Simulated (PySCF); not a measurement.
## Computed spin Hamiltonian

Species: C7H7F2 (doublet state).
Geometry (GFN2-xTB, Å), atoms numbered from 1 in this order:
```
atom  x, y, z in Å
C1     3.037   -0.588   -0.334
C2     1.902   -0.019    0.071
F3     2.005    1.032    0.921
C4     0.584   -0.443   -0.331
C5    -0.638    0.026   -0.009
C6    -1.864   -0.613   -0.582
C7    -0.860    1.161    0.894
C8    -2.010    1.672    1.252
F9    -3.270    1.394    0.970
H10    3.988   -0.222    0.005
H11    3.029   -1.424   -1.006
H12    0.624   -1.286   -1.008
H13   -2.504   -0.986    0.218
H14   -1.607   -1.441   -1.237
H15   -2.440    0.116   -1.150
H16    0.016    1.629    1.312
```

The hyperfine couplings belong to this conformer and change with its torsions.

The species is `C=C(F)/C=C(C)\C=[C]/F` [radical].

The calculation used PySCF 2.14.0, UKS B3LYP, pcH-1 on C F H, non-relativistic, mean-field spin-orbit, GIAO. Geometry: GFN2-xTB, one conformer, isolated molecule. Couplings are sensitive to structure, and on GFN2-xTB geometries they can be far from those on DFT ones. The SCF solution wasn't tested for stability.

```json
{
  "g1, g2, g3": "2.00200, 2.00216, 2.00438",
  "g_iso": "2.00285",
  "Form of g": "close to axial: the two nearest values differ by 7 % of g3 − g1",
  "⟨S²⟩": "0.7657 (exact 0.7500)",
  "α and β electrons": "34, 33",
  "HOMO–LUMO gap, α and β orbitals": "4.58, 3.38 eV"
}
```

Isotropic coupling and dipolar principal values T1 to T3, in MHz:

| atom | isotope | a_iso | T1 | T2 | T3 | Mulliken spin population |
| --- | --- | --- | --- | --- | --- | --- |
| C1 | 13C | -3.0 | -5.6 | 2.6 | 3.0 | -0.04 |
| C2 | 13C | 4.9 | -1.5 | -0.9 | 2.4 | 0.02 |
| F3 | 19F | 10.0 | -5.8 | 1.7 | 4.1 | 0.00 |
| C4 | 13C | 0.7 | -9.6 | 3.2 | 6.4 | -0.05 |
| C5 | 13C | 59.1 | -8.6 | 0.6 | 8.0 | 0.10 |
| C6 | 13C | -2.2 | -0.6 | -0.6 | 1.2 | -0.01 |
| C7 | 13C | 79.2 | -23.7 | -0.8 | 24.4 | -0.12 |
| C8 | 13C | 574.3 | -81.7 | -48.7 | 130.4 | 0.98 |
| F9 | 19F | 396.1 | -295.8 | -213.4 | 509.3 | 0.09 |
| H10 | 1H | 2.3 | -1.3 | -0.3 | 1.6 | 0.00 |
| H11 | 1H | 2.3 | -1.3 | -0.3 | 1.5 | 0.00 |
| H12 | 1H | 10.4 | -1.2 | -1.1 | 2.3 | 0.00 |
| H13 | 1H | 3.9 | -2.8 | -2.0 | 4.8 | 0.00 |
| H14 | 1H | 2.3 | -1.1 | -1.1 | 2.3 | 0.00 |
| H15 | 1H | 3.9 | -2.8 | -2.0 | 4.8 | 0.00 |
| H16 | 1H | 55.0 | -8.7 | -7.1 | 15.8 | 0.02 |

The Mulliken spin populations are largest on C8 (+0.98), C7 (-0.12), C5 (+0.10) and F9 (+0.09). C8 is the only atom above +0.15. The positive populations add up to 1.22 and the negative ones to -0.22, together 2S = 1.

Axes: g1 points within 14° of the C5–C7 bond and g2 points within 5° of the C8–F9 bond.

Under fast tumbling the dipolar parts average out, and these isotropic splittings remain (the largest six): 1 × 19F (F9, I = 1/2, 2 lines) with 14.13 mT, 1 × 1H (H16, I = 1/2, 2 lines) with 1.96 mT, 1 × 1H (H12, I = 1/2, 2 lines) with 0.37 mT, 1 × 19F (F3, I = 1/2, 2 lines) with 0.36 mT, 3 × 1H (H13/H14/H15, I = 1/2, 4 lines) with 0.12 mT and 1 × 1H (H10, I = 1/2, 2 lines) with 0.08 mT.

Class means assume fast exchange of nuclei equivalent by connectivity; if that motion is slow, each nucleus keeps its own coupling.

The 13C coupling of C8 (574.3 MHz) shows only in satellite lines or after enrichment, since that isotope makes up about 1.07 % of natural carbon.
